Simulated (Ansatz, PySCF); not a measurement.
Reaction (SMILES): Cl[Si]Cl -> [Si]Cl + Cl atom (the Cl-Si bond at the site shown breaks; other sites are not compared here)
Geometries: B3LYP-D3(BJ)/def2-TZVP minima from Ansatz (a quantum-chemistry and plane-wave program). Unstable Hartree-Fock reference: Cl[Si]Cl.
Geometry of the first species:
```
Si
Cl 1 2.0938
Cl 1 2.0938 2 101.66
```

Quantity: bond dissociation energy (enthalpy at 298 K, with B3LYP-D3(BJ) rigid-rotor harmonic-oscillator terms from PySCF), in kcal/mol. Correlated levels leave the core frozen unless marked. Open shells are spin-unrestricted. No spin-orbit coupling. Non-relativistic. CBS marks a two-point X^-3 extrapolation of the correlation energy; Hartree-Fock from the larger set.

CCSD(T)/CBS(cc-pV(T+d)Z,cc-pV(Q+d)Z) (Ansatz) gives 105.6 kcal/mol.

Task: Another calculation gave 99.4 kcal/mol. Which level was it?
A) wB97M-V/def2-TZVPD (Ansatz)
B) B3LYP/def2-TZVPD (Ansatz)
C) r2SCANh/def2-TZVPD (Ansatz)
D) SVWN5/def2-TZVPD (Ansatz)

Result: B, B3LYP/def2-TZVPD (Ansatz). The others give 103.0 (r2SCANh), 120.3 (SVWN5), 107.0 (wB97M-V) kcal/mol.
